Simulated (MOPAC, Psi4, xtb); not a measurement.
Two rigid molecules brought together: C3H8 ··· H3O+ (SMILES CCC and [OH3+]) (charge +1), singlet. Monomers: optimised at B3LYP-D3(BJ) (def2-TZVP), held rigid. Orientation: lowest of the rigid-body minima from ten starts at GFN2-xTB. Only R, the distance of the centres of mass, is varied, so the lowest point isn't the relaxed dimer.

Computed with: PM6, restricted, heats of formation (MOPAC); PM7, restricted, heats of formation (MOPAC); GFN1-xTB (xtb); SAPT0/jun-cc-pVDZ, frozen core (Psi4).

Interaction energies in kJ/mol; the last columns give the difference from SAPT0:

```
R / Å     PM6     PM7  GFN1-xTB  SAPT0/jun-cc-pVDZ  PM6 − SAPT0/jun-cc-pVDZ  PM7 − SAPT0/jun-cc-pVDZ  GFN1-xTB − SAPT0/jun-cc-pVDZ
-----  ------  ------  --------  -----------------  -----------------------  -----------------------  ----------------------------
2.85    19.12   20.69      6.20              15.19                     3.92                     5.50                         -8.99
2.97   -10.46   -7.94    -12.77              -8.46                    -2.00                     0.52                         -4.31
3.22   -33.55  -32.67    -30.32             -30.05                    -3.50                    -2.63                         -0.28
3.41   -33.47  -34.75    -32.64             -32.86                    -0.61                    -1.90                          0.22
3.59   -28.70  -31.20    -30.79             -30.91                     2.21                    -0.29                          0.12
3.81   -22.03  -24.81    -26.28             -26.43                     4.40                     1.62                          0.15
4.15   -14.16  -16.59    -18.45             -19.28                     5.12                     2.69                          0.83
4.38   -10.64  -12.94    -13.83             -15.26                     4.62                     2.32                          1.43
4.88    -6.10   -8.37     -6.96              -9.14                     3.04                     0.77                          2.18
5.59    -3.29   -5.32     -2.92              -4.71                     1.42                    -0.61                          1.79
6.62    -1.66   -3.06     -1.21              -2.10                     0.44                    -0.96                          0.89
7.94    -0.81   -1.52     -0.50              -0.89                     0.08                    -0.63                          0.39
```

PM6 is furthest from SAPT0/jun-cc-pVDZ at 4.15 (5.12 kJ/mol, above); its mean absolute difference over the points is 2.61 kJ/mol.

PM7 is furthest from SAPT0/jun-cc-pVDZ at 2.85 (5.50 kJ/mol, above); its mean absolute difference over the points is 1.70 kJ/mol.

GFN1-xTB is furthest from SAPT0/jun-cc-pVDZ at 2.85 (-8.99 kJ/mol, below); its mean absolute difference over the points is 1.80 kJ/mol.
